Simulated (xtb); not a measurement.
Species: C₃H₅N, SMILES `C=C=NC` (charge 0, multiplicity 1).

Q: Give a relaxed geometry from xtb with GFN2-xTB.

A: the end point of this relaxation (outside a Z-matrix the atoms follow the SMILES, hydrogens last).
Cartesian coordinates (Å) in one orientation:
```xyz
9

C      2.023    -0.015     0.232
C      0.746    -0.227     0.146
N     -0.396    -0.594    -0.016
C     -1.626     0.058     0.303
H      2.561     0.466    -0.563
H      2.579    -0.316     1.100
H     -1.500     1.042     0.768
H     -2.186    -0.592     0.977
H     -2.199     0.164    -0.620
```
